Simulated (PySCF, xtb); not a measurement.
Si(Cl)(Me)(SiH3)2 (CH9ClSi3), SMILES C[Si]([SiH3])([SiH3])Cl.

Harmonic wavenumbers (cm⁻¹) from GFN2-xTB in xtb at its own minimum, in rising order: 31, 34, 80, 97, 117, 127, 152, 166, 328, 392, 417, 421, 441, 467, 488, 710, 750, 783, 795, 806, 808, 810, 812, 823, 1370, 1485, 1486, 2224, 2230, 2233, 2236, 2239, 2242, 3019, 3024, 3038.

Q: What does PySCF with PBE-D3(BJ)/def2-SVP give at its own minimum? (The exact figures need the calculation; the answer reports its results.)

A: 82, 94, 103, 103, 118, 153, 164, 175, 344, 413, 467, 480, 506, 506, 538, 695, 763, 767, 822, 842, 897, 898, 901, 902, 1207, 1372, 1380, 2141, 2145, 2159, 2160, 2170, 2173, 2974, 3078, 3085. Paired by order, the mean absolute difference is 53 cm⁻¹ and the zero-point energies are 53.9 and 54.0 kcal/mol.
